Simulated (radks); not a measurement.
The numbers below are computed, except where a source is named.
Ti, 22 electrons, occupied as [Ar] 3d1.75 4s2 4p0.25 (fractional occupations, a model configuration). Level of theory: non-relativistic Kohn-Sham, PBEsol, spin-polarised, spherical densities, point nucleus; open shells are filled with parallel spins first (a radial shooting solver on a logarithmic mesh with Libxc functionals). Some entries of the table are withheld. Estimate them.

orbital,occ.,eigenvalue (hartree),r(max) (bohr)
1s down,1,-177.5725,0.04617
1s up,1,-177.5724,0.04617
2s up,1,-19.54902,0.2716
2s down,1,-19.52933,0.2715
2p up,3,-16.34455,0.2206
2p down,3,-16.32942,0.2205
3s up,1,-2.34136,0.8751
3s down,1,-2.28291,0.8752
3p up,3,(1),0.9027
3p down,3,(2),0.9027
3d up,1.75,-0.22694,(3)
4s up,1,(4),2.849
3d down,0,-0.17417,(5)
4s down,1,(6),2.942
4p up,0.25,-0.06996,3.640
4p down,0,-0.05690,3.781

Answer. 
(1) 3p up eigenvalue (hartree): -1.49707
(2) 3p down eigenvalue (hartree): -1.43897
(3) 3d up r(max) (bohr): 0.9656
(4) 4s up eigenvalue (hartree): -0.18796
(5) 3d down r(max) (bohr): 0.9701
(6) 4s down eigenvalue (hartree): -0.16656
